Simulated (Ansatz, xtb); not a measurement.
**Relative energy of two structures of BHOSn**

Structure I: `[BH]1[O][Sn]1`, a singlet. Structure II: a triplet given by its coordinates. Both are isolated molecules in the gas phase, relaxed with PBE0-D4/def2-TZVP.

I (Å):

```csv
atom,x (Å),y (Å),z (Å)
B,-0.8522,-0.1454,0.6037
O,0.0628,-1.0242,0.2562
Sn,1.1912,0.5398,1.1578
H,-2.0418,-0.1676,0.4707
```

II (Å):

```xyz
4

B     0.0195   -0.6750    0.7956
O     0.8602    0.0433    1.3677
Sn    1.8470   -2.0853    1.7442
H    -0.9753   -0.8677    0.1838
```

Close contacts (Å): B1–O2 1.25, B1–Sn3 2.50, O2–Sn3 2.38, B1–H4 1.18.

Which of the two would you expect CCSD(T)/def2-TZVPP electronic energies to favour?

Structure I; the calculation gives E(II) − E(I) = +42.7 kJ/mol.

Level by level:

| level | geometry | E(II) − E(I) (kJ/mol) | departure from the last row (kJ/mol) | job, with rough time for the two |
| --- | --- | --- | --- | --- |
| PBE0-D4/def2-TZVP | PBE0-D4/def2-TZVP | +29.9 | −12.8 | optimisation, 36 s |
| HF/def2-TZVPP | PBE0-D4/def2-TZVP | −33.6 | −76.2 | part of the CCSD(T) run |
| MP2/def2-TZVPP | PBE0-D4/def2-TZVP | +43.0 | +0.3 | part of the CCSD(T) run |
| CCSD(T)/def2-TZVPP | PBE0-D4/def2-TZVP | +42.7 |  | single point, 37 s |

HF/def2-TZVPP puts the two in the other order. The largest departure from CCSD(T)/def2-TZVPP is that of HF/def2-TZVPP, 76.2 kJ/mol. Levels run at GFN2-xTB geometries aren't shown.

With harmonic frequencies from PBE0-D4/def2-TZVP (ideal gas, rigid rotor, one conformer each, 298.15 K, 1 atm): on the last row, ΔE + ΔZPE = +41.2, ΔH = +42.6, ΔG = +36.7 kJ/mol.

The T1 diagnostic of structure I is large, so the coupled-cluster value is less sure. Open shells are spin-unrestricted. The correlated steps freeze 6 core orbitals; the filled d shell of Sn is correlated, in a basis made for valence electrons. Atoms past krypton carry core potentials in the def2 sets and no spin–orbit term is included. ΔG holds the spin degeneracy. Run with Ansatz 0.2.0; the last row on 2 threads of Arm Neoverse V1 on a shared host.
